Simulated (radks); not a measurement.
The numbers below are computed, except where a source is named.
Species: Cd2+. Configuration: [Kr] 4d10.

Level of theory: scalar-relativistic Kohn-Sham, PBE, spin-polarised, spherical densities, point nucleus (a radial shooting solver on a logarithmic mesh with Libxc functionals).

Energy parts (hartree):
part                        energy
total                  -5593.68372
kinetic                 5820.75518
electron-nucleus      -13493.13433
Hartree                 2232.55748
exchange-correlation    -153.86204

Orbitals (lengths in bohr, moments of r in powers of bohr; r(max) is where P^2 peaks):
\begin{tabular}{lrrrr}
orbital & occ. & eigenvalue (hartree) & r(max) & <r> \\ \hline
1s & 2 & -975.5017 & 0.01968 & 0.03040 \\
2s & 2 & -145.4097 & 0.1112 & 0.1317 \\
2p & 6 & -130.5434 & 0.08898 & 0.1149 \\
3s & 2 & -27.66370 & 0.3239 & 0.3583 \\
3p & 6 & -22.78707 & 0.3171 & 0.3571 \\
3d & 10 & -15.15606 & 0.2658 & 0.3347 \\
4s & 2 & -4.58725 & 0.7956 & 0.8795 \\
4p & 6 & -3.15676 & 0.8459 & 0.9600 \\
4d & 10 & -1.11878 & 0.9802 & 1.252 \\
\end{tabular}

The highest occupied level is 4d at -30.444 eV. The density falls to 0.001 e/bohr^3 at r = 3.24 bohr. Summed over all electrons, <r^2> = 29.54 bohr^2, which gives a Langevin (diamagnetic) susceptibility term of -23.4 x 10^-6 cm^3/mol.
